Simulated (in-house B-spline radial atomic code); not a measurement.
# Ionising Se²³⁺ with different functionals

Computed with a B-spline radial code for spherical atoms: non-relativistic Hamiltonian, point nucleus, spin-polarised at highest spin, spherical fractional occupations for the functionals. The ionisation energy is the difference of two self-consistent energies, [Ne] 3s1 → [He] 2s2 2p6, without Breit or QED terms; ε is the level of the shell that loses the electron (its least bound occupied spin orbital). There is no spin-orbit coupling in this Hamiltonian.

| method | rung | ΔSCF (eV) | -ε(3s) (eV) |
| --- | --- | --- | --- |
| LDA exchange-only | LDA | 1022.33 | 1002.32 |
| PBE | GGA | 1025.15 | 1004.26 |
| AM05 | GGA | ? | ? |
| revTPSS | meta-GGA | 1023.30 | 1004.27 |
| PBE0 | global hybrid | 1024.42 | 1008.83 |
| B97-1 | global hybrid | 1023.46 | 1007.67 |
| HSE06 | range-separated hybrid | ? | ? |

**Question.** What does AM05 give?

**Answer.** ΔSCF 1023.00 eV, and -ε(3s) = 1003.48 eV.

**Question.** What does HSE06 give?

**Answer.** ΔSCF 1024.54 eV, and -ε(3s) = 1008.60 eV.

**Question.** Among the functionals, which spreads more, the ΔSCF values or the orbital energies?

**Answer.** The orbital energies: ΔSCF values span about 2.83 eV and the orbital energies 6.51 eV.

**Question.** How do they compare with the NIST value?

**Answer.** NIST lists 1036.36 eV ± 0.03 (semi-empirical, ground level to ground level). Errors run from -14.03 to -11.21 eV. The correlated functionals all miss on the same side by more than they spread, so the cause is common to them (relativity, Breit-QED terms, or a listed next ion that isn't the cheapest removal here) and closeness doesn't rank the functionals.
